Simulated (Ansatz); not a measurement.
ReSe₂. Charge 0, multiplicity 2. Geometry r2SCAN-D4/def2-TZVP, that of the charge +1 singlet; atoms count from 1.

```csv
atom,x (Å),y (Å),z (Å)
Re1,0.4275,0.3536,0.6770
Se2,0.2903,1.1406,-1.3449
Se3,-0.7177,-1.4942,0.6679
```

In the def2 sets Re takes a core potential; there is no spin–orbit coupling. The charge 0 doublet is spin-contaminated (final ⟨S²⟩ up to 1.43, 0.75 for a pure state). The structure comes from a short search, and lower isomers may exist.

Question: Estimate the Mulliken populations from the PBE0/def2-TZVP orbitals of Ansatz.

Answer: 
```tsv
atom	charge (e)	spin (α − β)	d electrons
Re1	0.41	1.09	5.35
Se2	-0.21	-0.05	–
Se3	-0.21	-0.05	–
```
Mulliken values depend strongly on the basis.

Question: Where does the spin sit?

Answer: Summed by element: Re 1.09, Se -0.09, of 1 unpaired in all. Largest on single atoms: Re1 1.09, Se2 -0.05, Se3 -0.05.

Question: And the Mayer bond orders between heavy atoms (over 0.3)?

Answer: Re1–Se2 2.27 (2.17 Å); Re1–Se3 2.27 (2.17 Å).
